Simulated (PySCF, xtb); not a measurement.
2H-pyran-5-one (C5H6O2), SMILES O=C1C=CCOC1.

GFN2-xTB (xtb 6.7.1) at its own geometry gives an orbital gap of 2.58 eV and a dipole moment of 3.79 D.

The structure is a stationary point at B3LYP-D3(BJ)/def2-SVP. Other conformers were not sampled.

Question: What does PBE/def2-TZVP run with PySCF give? (The exact figures need the calculation; the answer reports its results.)

Answer: gap 2.73 eV (levels -5.47 and -2.74 eV), dipole 3.48 D.
